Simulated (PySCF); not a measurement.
PySCF input file for AsF2, SMILES F[As]F, multiplicity 2, C-PCM-ωB97X/def2-SVP. Coordinates come from a B3LYP-D3(BJ)/def2-TZVP optimisation. The isomer is the one that the SMILES or the coordinates give; other isomers of the formula were not compared.

```python
import numpy as np
from pyscf import gto, scf, dft
from pyscf.solvent import pcm

mol = gto.M(
    atom='''
    F     0.00000000   -1.30406745   -0.74966338
    As    0.00000000   -0.00000000    0.40890730
    F     0.00000000    1.30406746   -0.74966338
    ''',
    basis='def2-SVP',
    charge=0,
    spin=1,
    max_memory=1600,
    verbose=3,
)
mf = dft.UKS(mol, xc='wb97x').density_fit(auxbasis='def2-universal-jkfit')
mf.grids.level = 3
mf.conv_tol = 1e-9
mf.max_cycle = 100
mf.kernel()
fine, coarse = mf.grids, dft.Grids(mol).set(level=1).build(with_non0tab=True)
for _ in range(3):  # follow internal instabilities
    mf.grids = coarse
    mo, _, stable, _ = mf.stability(return_status=True, nroots=4)
    mf.grids = fine
    if stable:
        break
    mf.kernel(mf.make_rdm1(mo, mf.mo_occ))
res = {}
for name, eps in {'water': 78.355, '1-octanol': 9.8629, '2-propanol': 19.264}.items():
    s = mf.PCM()
    s.with_solvent.method, s.with_solvent.eps, s.with_solvent.lebedev_order = 'C-PCM', eps, 29
    s.kernel(mf.make_rdm1())
    res[name] = (s.e_tot, eps, s.dip_moment(), s.mo_energy, s.converged)
    print(f'{name}: electrostatic solvation free energy {(s.e_tot - mf.e_tot) * 627.509474:.3f} kcal/mol')
```

Program output:

```

WARN: HOMO -0.159161319110036 >= LUMO -0.159161319110031

converged SCF energy = -2435.12845065622  <S^2> = 0.75357044  2S+1 = 2.0035673
<class 'pyscf.df.df_jk.DFUKS'> wavefunction is stable in the internal stability analysis

WARN: PCM is an experimental feature. It is still in testing.
Features and APIs may be changed in the future.

converged SCF energy = -2435.13514361348  <S^2> = 0.75356789  2S+1 = 2.0035647
Dipole moment(X, Y, Z, Debye): -0.00000, -0.00000,  2.90844
water: electrostatic solvation free energy -4.200 kcal/mol

WARN: PCM is an experimental feature. It is still in testing.
Features and APIs may be changed in the future.

converged SCF energy = -2435.13445634958  <S^2> = 0.75356768  2S+1 = 2.0035645
Dipole moment(X, Y, Z, Debye):  0.00000, -0.00000,  2.85254
1-octanol: electrostatic solvation free energy -3.769 kcal/mol

WARN: PCM is an experimental feature. It is still in testing.
Features and APIs may be changed in the future.

converged SCF energy = -2435.13483755045  <S^2> = 0.75356778  2S+1 = 2.0035646
Dipole moment(X, Y, Z, Debye):  0.00000, -0.00000,  2.88351
2-propanol: electrostatic solvation free energy -4.008 kcal/mol
```

The run converged.
